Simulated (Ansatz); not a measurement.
Ideal-gas functions of ClF3Ge, SMILES `[F][Ge]([F])([F])[Cl]` at 800 K and 1 bar, from an Ansatz frequency run at PBE0-D4/def2-TZVP.

Molar mass 165.06 g/mol, point group C3v (symmetry number 3), electronic degeneracy 1, moments of inertia 142.854, 238.091, 238.093 u Å². Harmonic wavenumbers (cm⁻¹, unscaled): 170, 170, 243, 243, 265, 477, 743, 781, 781.

Use S(trans) = R[1.5 ln M + 2.5 ln T − 1.1517]; rotational temperatures θ = 24.2544 K / I; S(rot) = R[ln(√π/σ · √(T³/θAθBθC)) + 1.5]; for each mode x = 1.438777 ν̃/T, S = R[x/(eˣ − 1) − ln(1 − e⁻ˣ)] and H = RT x/(eˣ − 1); 1 cm⁻¹ = 0.0119627 kJ/mol; R = 8.31446 J/(mol·K).

Question: By hand: the entropy, in J/(mol·K).

Answer: Translation 193.1. Rotation: θ = 0.1698, 0.1019, 0.1019 K, giving 117.8. Vibration, mode by mode: 18.20, 18.20, 15.26, 15.26, 14.55, 9.84, 6.50, 6.14, 6.14, in all 110.1. Electronic 0.0. Sum 421.0 J/(mol·K).

Question: By hand: H − E and G − E in kJ/mol, counted from the electronic energy.

Answer: Zero-point energy ½ × 3873 × 0.0119627 = 23.2; thermal vibration 40.6; translation, rotation and pV give 4 RT = 26.6. H − E = 90.4 kJ/mol, and G − E = 90.4 − 800 × 421.0/1000 = -246.4 kJ/mol.

Vibration gives 26 % of the entropy.
